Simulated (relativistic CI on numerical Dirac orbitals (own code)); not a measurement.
Calculated at this level of theory: Dirac-Coulomb-Breit CI, separate exchange-only KLI orbitals for each configuration, model QED, unscaled Slater integrals (own radial code, finite nucleus).

The strongest absorption lines from the ground level of an ion, among the configurations computed and to levels below about 1140 eV (vacuum wavelength in Å, gf): 12.948 (0.35), 13.676 (0.83), 15.255 (0.048), 16.044 (5.9), 16.320 (0.66), 16.519 (0.4), 20.975 (0.057), 21.338 (0.39).

Which ion is it?
A. Te XXIII
B. Sn XXIII
C. Te XXV
D. Ba XXIX

C. Te XXV has 28 electrons and the ground level 3s2.3p6.3d10 1S_0; the strongest line goes to 3s2.3p6.3d9.4f 1P°_1. The pattern of lines fixes the number of electrons, and along that sequence the line energies rise steadily with the charge (about as its square where n changes within one kind of shell, about linearly where n is kept but much faster in heavy ions where fine structure, which grows about as Z⁴, sets the gap, and irregularly where shells cross), which fixes Z. Configurations outside the model, such as inner-shell arrays, can give stronger lines. At this charge energies of transitions that change n are usually good to better than 1 %, and those within a shell (Δn = 0) to a few per cent.

LS names give the leading component of a level, which can be under half, so a name can repeat, a term be missing and a line seem to break the LS rules.
